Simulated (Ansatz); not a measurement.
`FC[SiH2]F`. The species carries charge 0 and has multiplicity 1.

```xyz
8

F     1.851   -0.087   -0.581
C     0.582    0.477   -0.618
Si   -0.583   -0.382    0.585
F    -0.902   -1.860    0.068
H     0.207    0.417   -1.645
H     0.668    1.540   -0.360
H    -1.855    0.381    0.625
H     0.032   -0.486    1.928
```

**Question.** Give the diagnostics of a CCSD(T)/def2-TZVPP run (frozen core, Ansatz 0.2.0). (Estimate.)

**Answer.** The calculation gave: T1 = 0.0112, largest single amplitude 0.011, largest double 0.020, (T) share of the correlation energy 2.9 %, 9 CCSD cycles. The RHF solution is stable towards an unrestricted one. T1 lies under the customary mark of 0.02 for closed shells.
